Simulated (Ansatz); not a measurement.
CH6NOSb (`[NH2][SbH][CH2]O`), relaxed with RKS PBE-D4/def2-SVP in Ansatz from a rough embedded geometry. The force threshold is 0.03 eV/Å; the program also tests the step.

Total charge 0; spin multiplicity 1. Sb takes the def2 core potential.

Start:

```xyz
10

N     1.749    0.047    0.658
Sb    0.511   -1.365   -0.157
C    -0.947    0.162   -0.577
O    -0.584    0.888   -1.657
H     1.283    0.547    1.404
H     2.573   -0.511    1.168
H    -0.234   -1.745    1.405
H    -1.144    0.728    0.324
H    -1.946   -0.368   -0.803
H    -1.261    1.617   -1.766
```

| step | energy (eV) | largest force (eV/Å) | largest move (Å) |
| --- | --- | --- | --- |
| 1 | -11198.9204 | 2.873 | 0.000 |
| 2 | -11199.2873 | 0.825 | 0.195 |
| 3 | -11199.3221 | 0.452 | 0.146 |
| 4 | -11199.3406 | 0.326 | 0.094 |
| 5 | -11199.3483 | 0.210 | 0.068 |
| 6 | -11199.3574 | 0.239 | 0.141 |
| 7 | -11199.3614 | 0.088 | 0.062 |
| 8 | -11199.3625 | 0.112 | 0.085 |
| 9 | -11199.3668 | 0.089 | 0.048 |
| 10 | -11199.3679 | 0.034 | 0.029 |
| 11 | -11199.3682 | 0.026 | 0.023 |

End:

```xyz
10

N     1.703    0.113    0.924
Sb    0.562   -1.271   -0.165
C    -1.020    0.208   -0.595
O    -0.763    0.703   -1.895
H     1.405    0.134    1.909
H     2.683   -0.202    0.934
H    -0.360   -1.902    1.185
H    -0.919    0.979    0.205
H    -2.017   -0.288   -0.494
H    -1.273    1.526   -2.007
```

Hardware: 4 threads of an Arm Neoverse V1 on a shared host. Wall time 12 s, peak host memory 0.15 GiB.
